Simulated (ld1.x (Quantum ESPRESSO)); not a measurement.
## Configuration tests for selenium (PAW)

```json
{
  "Element": "selenium (Se)",
  "Generator": "ld1.x (Quantum ESPRESSO) 7.5",
  "Type": "PAW",
  "Functional": "PBE",
  "Relativity": "scalar-relativistic",
  "Frozen core": "[Ar]",
  "Valence charge": "16",
  "Reference configuration": "3d10 4s2 4p3.5 (charge +0.5)",
  "Partial waves": "4s (bound): rcut 1.65, rcutus 1.80 bohr; 4s channel at -0.75 Ry: rcut 1.65, rcutus 1.80 bohr; 4p (bound): rcut 1.05, rcutus 1.40 bohr; 4p channel at 0.85 Ry: rcut 1.05, rcutus 1.40 bohr; 3d (bound): rcut 0.65, rcutus 0.80 bohr; 3d channel at -2.7 Ry: rcut 0.65, rcutus 0.80 bohr",
  "Local potential": "all-electron potential smoothed inside 1.00 bohr (lloc = -1)",
  "Core correction": "Bessel-smoothed model core, default radius (core density twice the valence density)",
  "Augmentation charge": "BG, radius 0.70 bohr"
}
```

Energies are relative to the spin-unpolarised reference configuration 3d10 4s2 4p3.5; without spin polarisation the order of configurations can differ from experiment.

Give the all-electron excitation energy and the error of the potential for: 3d10 4s2 4p4; 3d10 4s2 4p3; 3d10 4s2 4p2; 3d10 4s2 4p0; 3d10 4s1 4p4; 3d10 4s1 4p5; 3d9 4s2 4p4.

| valence configuration | charge | ΔE all-electron (eV) | error AE − PS (meV) |
| --- | --- | --- | --- |
| 3d10 4s2 4p4 | 0 | -4.310 | +0.8 |
| 3d10 4s2 4p3 | +1 | 6.535 | -1.2 |
| 3d10 4s2 4p2 | +2 | 26.884 | -5.8 |
| 3d10 4s2 4p0 | +4 | 99.936 | -31 |
| 3d10 4s1 4p4 | +1 | 18.073 | +69 |
| 3d10 4s1 4p5 | 0 | 6.572 | +74 |
| 3d9 4s2 4p4 | +1 | 59.782 | -585 |

Note: ghost states, extra bound levels that the all-electron valence spectrum of the same l lacks: s at -133.6 eV, p at -33.6 eV. A true bound ghost makes a file unfit for plane-wave use.
